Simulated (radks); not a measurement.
Values are calculated unless marked as measured or tabulated.
Species: Sn III. Configuration: [Kr] 4d10 5s2. Code: a radial shooting solver on a logarithmic mesh with Libxc functionals. Model: scalar-relativistic Kohn-Sham, PBE, spin-unpolarised, spherical densities, point nucleus.

Normalised radial functions P(r) = r R(r), r in bohr:

| r | 3p | 4p | 5s |
|---|---|---|---|
| 0.00133 | 0.0038 | 0.0016 | 0.0246 |
| 0.002032 | 0.0080 | 0.0034 | 0.0352 |
| 0.003105 | 0.0169 | 0.0073 | 0.0493 |
| 0.004707 | 0.0352 | 0.0151 | 0.0664 |
| 0.007192 | 0.0733 | 0.0315 | 0.0853 |
| 0.01099 | 0.1491 | 0.0639 | 0.1000 |
| 0.01679 | 0.2897 | 0.1241 | 0.0988 |
| 0.02566 | 0.5221 | 0.2231 | 0.0638 |
| 0.0389 | 0.8244 | 0.3502 | -0.0165 |
| 0.05944 | 1.0614 | 0.4432 | -0.1235 |
| 0.09083 | 0.8732 | 0.3408 | -0.1636 |
| 0.1388 | -0.0747 | -0.0938 | -0.0215 |
| 0.2104 | -1.3778 | -0.6043 | 0.2119 |
| 0.3215 | -1.8749 | -0.4833 | 0.1681 |
| 0.4913 | -1.1080 | 0.5030 | -0.2440 |
| 0.7507 | -0.2686 | 1.2148 | -0.3296 |
| 1.138 | -0.0216 | 0.8652 | 0.2470 |
| 1.739 | -0.0003 | 0.2581 | 0.7534 |
| 2.657 | 0.0000 | 0.0285 | 0.6127 |
| 4.06 | 0.0000 | 0.0008 | 0.2035 |
| 6.155 | 0.0000 | 0.0000 | 0.0227 |

3p: eigenvalue -716.32 eV, 1 radial node at r = 0.135 bohr, <r> = 0.338 bohr, 90 % of the charge inside 0.507 bohr. 4p: eigenvalue -107.15 eV, 2 radial nodes at r = 0.129, 0.406 bohr, <r> = 0.886 bohr, 90 % of the charge inside 1.30 bohr. 5s: eigenvalue -26.091 eV, 4 radial nodes at r = 0.0363, 0.144, 0.389, 0.981 bohr, <r> = 2.22 bohr, 90 % of the charge inside 3.22 bohr.
